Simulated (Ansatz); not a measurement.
A nudged elastic band was laid between two geometries of C3H7BO (12 atoms, charge 0, multiplicity 1).

All numbers below come from Ansatz, RKS PBE-D4/STO-3G.

```json
{
 "movable images": "7",
 "climbing image": "yes",
 "spring": "0.5 eV/Å²",
 "optimiser": "quadratic models (default)",
 "start path": "IDPP",
 "force threshold": "0.05 eV/Å",
 "iteration limit": "60",
 "end points": "relaxed"
}
```

Initial state:

```xyz
12
Properties=species:S:1:pos:R:3
B -0.639 1.870 1.242
C -0.301 0.963 0.058
C 0.423 -0.192 0.217
C 0.738 -1.191 -0.909
O -0.084 -2.412 -0.714
H -0.338 1.536 2.334
H -1.189 2.901 1.082
H -0.591 1.225 -0.979
H 0.736 -0.509 1.233
H 0.565 -0.709 -1.907
H 1.798 -1.532 -0.856
H -1.040 -2.006 -0.767
```

Final state:

```xyz
12
Properties=species:S:1:pos:R:3
B -0.856 1.460 1.596
C -0.657 0.442 0.473
C 0.573 -0.086 0.188
C 0.837 -1.121 -0.936
O -0.319 -1.413 -1.791
H 0.080 1.844 2.204
H -1.931 1.867 1.868
H -1.496 0.062 -0.143
H 1.468 0.231 0.763
H 1.739 -0.772 -1.514
H 1.124 -2.092 -0.460
H -0.484 -0.479 -2.214
```

(1) What changes between the two ends?

(2) What energy profile does the band end with?

(3) What is the geometry of the highest image?

The band took 5 iterations and about 80 core-seconds.

Answers

(1) No bond is made or broken. The dihedral H9–C3–C4–H10 goes from -169 to -46°.

(2) The forces met the threshold. The highest image is number 4 of 0 to 8, 8.5 kJ/mol above the first end and 7.3 kJ/mol above the last; the last end lies 1.2 kJ/mol above the first. Another band between the same ends (7 images) ends at a top of the same energy, where a vibrational analysis finds 1 clearly imaginary mode. Limits of this set-up: minimal basis.

```json
{"image": "0", "path coordinate (Å)": "0.00", "energy (kJ/mol)": "0.0", "dihedral H9–C3–C4–H10 (°)": "-169"}
{"image": "1", "path coordinate (Å)": "0.51", "energy (kJ/mol)": "1.0", "dihedral H9–C3–C4–H10 (°)": "-156"}
{"image": "2", "path coordinate (Å)": "1.01", "energy (kJ/mol)": "3.9", "dihedral H9–C3–C4–H10 (°)": "-141"}
{"image": "3", "path coordinate (Å)": "1.52", "energy (kJ/mol)": "7.1", "dihedral H9–C3–C4–H10 (°)": "-124"}
{"image": "4", "path coordinate (Å)": "2.03", "energy (kJ/mol)": "8.5", "dihedral H9–C3–C4–H10 (°)": "-107"}
{"image": "5", "path coordinate (Å)": "2.52", "energy (kJ/mol)": "7.4", "dihedral H9–C3–C4–H10 (°)": "-90"}
{"image": "6", "path coordinate (Å)": "3.02", "energy (kJ/mol)": "4.8", "dihedral H9–C3–C4–H10 (°)": "-74"}
{"image": "7", "path coordinate (Å)": "3.52", "energy (kJ/mol)": "2.2", "dihedral H9–C3–C4–H10 (°)": "-60"}
{"image": "8", "path coordinate (Å)": "4.02", "energy (kJ/mol)": "1.2", "dihedral H9–C3–C4–H10 (°)": "-46"}
```

(3) 
```xyz
12
Properties=species:S:1:pos:R:3
B -0.732 1.694 1.408
C -0.512 0.728 0.243
C 0.535 -0.156 0.238
C 0.829 -1.187 -0.886
O -0.337 -2.009 -1.261
H 0.000 1.667 2.333
H -1.621 2.471 1.393
H -1.188 0.722 -0.637
H 1.225 -0.172 1.107
H 1.261 -0.633 -1.767
H 1.606 -1.904 -0.533
H -0.989 -1.277 -1.604
```

The run took 80 s on 1 thread of Intel(R) Xeon(R) Platinum 8275CL CPU @ 3.00GHz (Skylake/Cascade Lake), on a shared host, peak memory 0.11 GiB.
